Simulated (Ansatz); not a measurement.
A run for Ansatz (an electronic-structure program): U-CCSD(T)/cc-pV(D+d)Z on AlClH2 (SMILES [AlH2][Cl]), a point of a bond scan (R = 2.354 Å). Files ending in .json are basis or fitting sets from the Basis Set Exchange.

Ansatz 0.2 input:
```yaml
crystal:
  periodic: [false, false, false]
  atoms:
    - {symbol: Al, position_ang: [-0.00485882, -0.35109449, -1.01440583]}
    - {symbol: H, position_ang: [-2.08635081, -0.50679893, -2.10247623]}
    - {symbol: H, position_ang: [1.37623290, -0.72200504, -1.66059972]}
    - {symbol: Cl, position_ang: [0.00467364, 0.33771358, 0.97574480]}
basis:
  gaussian:
    orbitals: cc-pV_D+d_Z.json
correlation: {method: ccsd_t, electrons: outside_noble_gas}
scf: {omitted_lower_state_checks: [cluster_reference]}
magnetization: {spin_polarized: true, initial_magnetization: 0}
```

Output:

```
WARN ansatz: RAYON_NUM_THREADS=1 ignored (pool sized by the plan → 1); use --threads N
Functional definition: HF
these checks for a lower state are left out or cut short: cluster_reference
integrals: 0.04 GiB planned
571 factors; integrals over basis functions are off by at most 8.6e-4 eV
mean field: 0.15 GiB planned
mean field evaluation 1: about -19117.1734 eV, gradient 9.5e0 eV
mean field evaluation 2: about -19117.1838 eV, gradient 9.5e0 eV
mean field evaluation 4: about -19118.0460 eV, gradient 9.0e-1 eV
mean field evaluation 8: about -19118.0570 eV, gradient 7.1e-4 eV
mean field evaluation 16: about -19118.0880 eV, gradient 1.3e-2 eV
mean field -19118.08804633 eV, -702.5767769972 hartree, gradient 3.0e-6 eV, S^2 0.201116; 3 other end points of the search recorded, 0 dependent functions left out
10 core orbitals not correlated
reference -19118.08804633 eV, -702.5767769972 hartree; 6, 6 occupied and 40, 40 virtual orbitals, 571 factors
second order -5.47643424 eV of doubles, -0.00000000 eV of singles
coupled cluster: 0.12 GiB planned
cycle   1  -6.07554199 eV  change   -6.0e-1 eV  update   7.7e-2
cycle   2  -6.35703270 eV  change   -2.8e-1 eV  update   4.7e-2
cycle   3  -6.47569076 eV  change   -1.2e-1 eV  update   3.4e-2
cycle   4  -6.54123882 eV  change   -6.6e-2 eV  update   2.2e-2
cycle   5  -6.55728322 eV  change   -1.6e-2 eV  update   8.5e-3
cycle   6  -6.56466636 eV  change   -7.4e-3 eV  update   2.5e-3
cycle   7  -6.56520842 eV  change   -5.4e-4 eV  update   9.4e-4
cycle   8  -6.56511480 eV  change    9.4e-5 eV  update   3.7e-4
cycle   9  -6.56516548 eV  change   -5.1e-5 eV  update   1.2e-4
cycle  10  -6.56516851 eV  change   -3.0e-6 eV  update   3.4e-5
cycle  11  -6.56517293 eV  change   -4.4e-6 eV  update   1.2e-5
coupled cluster: 0.13 GiB planned
perturbative correction -0.15233310 eV, -0.0055981382 hartree
Total energy: -19124.80555236 eV, -702.8236407904 hartree
Checks for a lower state left out: cluster_reference
```

Self-consistency was reached. Its determinant has ⟨S²⟩ = 0.20, a mixture of spin states.

Cost: around 1.8 core-seconds (rough).
